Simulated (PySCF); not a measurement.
OZr, SMILES [Zr]=[O], multiplicity 1. Geometry: B3LYP-D3(BJ)/def2-TZVPD. The multiplicity is an assumed one; other spin states were not compared. The def2 effective core potentials stand for the cores of Zr; spin–orbit coupling is left out.

Method: B3LYP-D3(BJ)/def2-TZVPD in PySCF 2.14.0.

Harmonic wavenumbers (cm⁻¹): 1007. Rotational constants (GHz): 12.57 (linear); symmetry number 1.

Q: Work out the zero-point energy and the ideal-gas rigid-rotor harmonic-oscillator thermochemistry at 298.15 K and 1 atm.

A: ZPE = ½ Σ hcν = ½ × 1007 cm⁻¹ = 6.02 kJ/mol. H − E(el) = 14.79 kJ/mol. Entropy in J/(mol K): translation 167.05, rotation 59.89, vibration 0.38, total 227.32. G − E(el) = -52.98 kJ/mol. Cp = 30.65 J/(mol K).
